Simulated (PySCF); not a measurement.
Si(Cl)3(SMe) (CH₃Cl₃SSi), SMILES CS[Si](Cl)(Cl)Cl. Geometry: B3LYP-D3(BJ)/def2-SVP. This is a generated structure with no PubChem entry under its InChIKey; it may be hypothetical. One conformer was computed; it need not be the lowest.

Q: Give the equilibrium geometry at B3LYP-D3(BJ)/def2-SVP (PySCF confirms it by a frequency run) as Cartesian coordinates in Å, and its point group. (The exact figures need the calculation; the answer reports its results.)

A: This is not unique; one that fits is point group Cs.
```xyz
9

C      0.0059     2.7277     0.0000
S     -1.2847     1.4130     0.0000
Si    -0.0246    -0.2848     0.0000
Cl     1.2092    -0.3225     1.6547
Cl    -1.2336    -1.9423     0.0000
Cl     1.2092    -0.3225    -1.6547
H     -0.5341     3.6833     0.0000
H      0.6288     2.6570    -0.9015
H      0.6288     2.6570     0.9015
```
Charge 0, spin multiplicity 1.
